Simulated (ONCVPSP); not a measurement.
An all-electron radial function and its pseudo partner (molybdenum)

Columns: radius, all-electron u(r) and pseudo u(r) of the 4p shell (level -37.35 eV) of molybdenum in the configuration [Ar] 3d10 4s2 4p6 4d5.5 5s0.5; PBEsol, scalar-relativistic, ONCV scheme, ONCVPSP 4.0.1.

```csv
r (bohr),all-electron,pseudo
0.100,0.3052,0.0236
0.200,-0.2300,0.0915
0.300,-0.5278,0.1966
0.400,-0.4112,0.3275
0.500,-0.0864,0.4711
0.600,0.2735,0.6134
0.700,0.5795,0.7417
0.800,0.8018,0.8464
0.900,0.9396,0.9206
1.000,1.0055,0.9618
1.100,1.0160,0.9709
1.200,0.9873,0.9514
1.300,0.9331,0.9089
1.400,0.8638,0.8497
1.500,0.7874,0.7803
1.600,0.7091,0.7061
1.700,0.6326,0.6316
1.800,0.5602,0.5599
1.900,0.4930,0.4930
2.000,0.4318,0.4318
2.100,0.3767,0.3767
2.200,0.3275,0.3275
2.300,0.2840,0.2840
2.400,0.2456,0.2456
2.500,0.2121,0.2121
2.600,0.1828,0.1828
```

Problem. How many radial nodes do the two functions have?

Solution. The all-electron 4p function has n − l − 1 = 2; the pseudo-wave has 0, since the states of the same l below it are removed with the core.

Problem. At about which radius was the pseudo-wave matched?

Solution. 2.00 bohr. The columns agree to 0.0005 from 1.80 bohr on; several derivatives are matched, so the curves merge somewhat inside the radius.

Problem. Is the pseudo-wave norm-conserving?

Solution. Yes: the ONCV scheme keeps the norm inside the radius equal to the all-electron one, which fixes the energy derivative of the logarithmic derivative at the level.
